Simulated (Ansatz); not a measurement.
`[SiH3]/C=[CH]\[GaH2]`. The species carries charge 0 and has multiplicity 1.

Cartesian coordinates in Å:
```
Si -0.851 1.237 0.164
C 0.437 0.393 1.183
C 0.964 -0.719 0.653
Ga 0.327 -1.335 -1.122
H -0.939 0.358 -1.076
H -0.504 2.601 -0.313
H -2.216 1.272 0.751
H 0.757 0.767 2.156
H 1.730 -1.253 1.219
H 1.117 -0.918 -2.413
H -0.823 -2.402 -1.201
```

(1) List the harmonic frequencies (cm⁻¹, unscaled) at PBE0-D4/def2-TZVP in Ansatz. (Best estimate.)

(2) Is this a minimum?

(3) Give the ideal-gas thermochemistry at 298.15 K and 1 bar (rigid rotor, harmonic oscillator; point group Cs, symmetry number 1).

Answers

(1) Ansatz gave: 148, 167, 224, 319, 364, 443, 551, 591, 619, 671, 739, 747, 777, 888, 953, 1019, 1034, 1116, 1314, 1591, 1958, 1963, 2028, 2228, 2231, 3097, 3127.

(2) Yes, all 27 modes are real.

(3) Zero-point energy 184.9 kJ/mol; H(298) − E = 205.1 kJ/mol; entropy 338.6 J/(mol·K), of which translation 169.5, rotation 113.2, vibration 55.9; G(298) − E = 104.1 kJ/mol.
